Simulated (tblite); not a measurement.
Species: C8H12O3.
SMILES with atom numbers: `[CH2:1]=[CH:2][CH2:3][C@@H:4]1[O:5][CH2:6][C@@H:7]1[O:8][C:9]([CH3:10])=[O:11]` (hydrogens: H12, H13 on C1; H14 on C2; H15, H16 on C3; H17 on C4; H18, H19 on C6; H20 on C7; H21, H22, H23 on C10)

Computed geometry: GFN2-xTB, gas phase.

Question: Give the optimised bond lengths and angles.

Answer: 
```json
{"bond": "C1=C2", "length (Å)": "1.320"}
{"bond": "C2–C3", "length (Å)": "1.496"}
{"bond": "C3–C4", "length (Å)": "1.525"}
{"bond": "C4–O5", "length (Å)": "1.435"}
{"bond": "O5–C6", "length (Å)": "1.426"}
{"bond": "C6–C7", "length (Å)": "1.528"}
{"bond": "C7–O8", "length (Å)": "1.412"}
{"bond": "O8–C9", "length (Å)": "1.345"}
{"bond": "C9–C10", "length (Å)": "1.503"}
{"bond": "C9=O11", "length (Å)": "1.200"}
{"bond": "C4–C7", "length (Å)": "1.545"}
{"bond": "C1–H12", "length (Å)": "1.078"}
{"bond": "C1–H13", "length (Å)": "1.077"}
{"bond": "C2–H14", "length (Å)": "1.082"}
{"bond": "C3–H15", "length (Å)": "1.094"}
{"bond": "C3–H16", "length (Å)": "1.091"}
{"bond": "C4–H17", "length (Å)": "1.096"}
{"bond": "C6–H18", "length (Å)": "1.094"}
{"bond": "C6–H19", "length (Å)": "1.092"}
{"bond": "C7–H20", "length (Å)": "1.093"}
{"bond": "C10–H21, C10–H22, C10–H23", "length (Å)": "1.087"}
```

Bonds in one row agree within 0.01 Å and their mean is given. A selection of angles:
```json
{"angle": "C2–C1–H12", "degrees": "121.6"}
{"angle": "C2–C1–H13", "degrees": "121.9"}
{"angle": "H12–C1–H13", "degrees": "116.5"}
{"angle": "C1–C2–C3", "degrees": "124.2"}
{"angle": "C1–C2–H14", "degrees": "120.3"}
{"angle": "C3–C2–H14", "degrees": "115.5"}
{"angle": "C2–C3–C4", "degrees": "111.7"}
{"angle": "C2–C3–H15", "degrees": "109.7"}
{"angle": "C2–C3–H16", "degrees": "110.6"}
{"angle": "C4–C3–H15", "degrees": "107.1"}
{"angle": "C4–C3–H16", "degrees": "109.5"}
{"angle": "H15–C3–H16", "degrees": "108.2"}
{"angle": "C3–C4–O5", "degrees": "113.0"}
{"angle": "C3–C4–C7", "degrees": "116.3"}
{"angle": "C3–C4–H17", "degrees": "110.5"}
{"angle": "O5–C4–C7", "degrees": "90.4"}
{"angle": "O5–C4–H17", "degrees": "111.0"}
{"angle": "C7–C4–H17", "degrees": "114.2"}
{"angle": "C4–O5–C6", "degrees": "92.9"}
{"angle": "O5–C6–C7", "degrees": "91.4"}
{"angle": "O5–C6–H18", "degrees": "112.0"}
{"angle": "O5–C6–H19", "degrees": "112.3"}
{"angle": "C7–C6–H18", "degrees": "113.3"}
{"angle": "C7–C6–H19", "degrees": "116.5"}
{"angle": "H18–C6–H19", "degrees": "110.2"}
{"angle": "C6–C7–O8", "degrees": "114.0"}
{"angle": "C6–C7–H20", "degrees": "115.8"}
{"angle": "O8–C7–H20", "degrees": "109.5"}
{"angle": "C4–C7–C6", "degrees": "84.8"}
{"angle": "C4–C7–O8", "degrees": "117.1"}
{"angle": "C4–C7–H20", "degrees": "114.0"}
{"angle": "C7–O8–C9", "degrees": "117.2"}
{"angle": "O8–C9–C10", "degrees": "110.8"}
{"angle": "O8–C9–O11", "degrees": "123.7"}
{"angle": "C10–C9–O11", "degrees": "125.5"}
{"angle": "C9–C10–H21", "degrees": "110.4"}
{"angle": "C9–C10–H22", "degrees": "108.2"}
{"angle": "H21–C10–H22", "degrees": "109.0"}
{"angle": "H21–C10–H23", "degrees": "111.0"}
```

Torsions: C1–C2–C3–C4 -135° (anticlinal); C2–C3–C4–O5 177° (antiperiplanar); C3–C4–O5–C6 -113° (anticlinal); C4–O5–C6–C7 -6° (synperiplanar); O5–C6–C7–O8 123° (anticlinal); C6–C7–O8–C9 162° (antiperiplanar); C7–O8–C9–C10 179° (antiperiplanar); C3–C4–C7–C6 111° (anticlinal).

O5 (cyclic ether oxygen) is bent (angle 92.9°). The 4-membered ring C4–O5–C6–C7 has internal angles of 84.8° to 92.9° (sum 359°, against 360° for a flat polygon); it is slightly puckered (a soft mode that the optimisation may not have finished), 0.04 Å rms from its mean plane, widest ring torsion 6°. Of the pairs four or more bonds apart, O11···H20 is among the closest relative to their van der Waals radii: 2.31 Å, 85 % of the sum of Bondi's values. The C–C distances run from 1.320 Å (C1=C2, drawn double) to 1.545 Å (C4–C7, drawn single), a spread of 0.225 Å. The 5 C–O bonds span 1.200 Å (C9=O11, drawn double) to 1.435 Å (C4–O5, drawn single), a spread of 0.235 Å.

Point group: C1 (no symmetry element, even within 0.4 Å). Its GFN2-xTB frequencies are all real (lowest 35 cm⁻¹). The numbers are those of one conformer. 3 starts were optimised and ended at 0.00, 1.66 and 1.73 kcal/mol (GFN2-xTB); the lowest of these is shown.

Time: 1.3 s. Hardware: an Intel Xeon Platinum 8488C with one thread, on a shared host. This is the geometry optimisation.
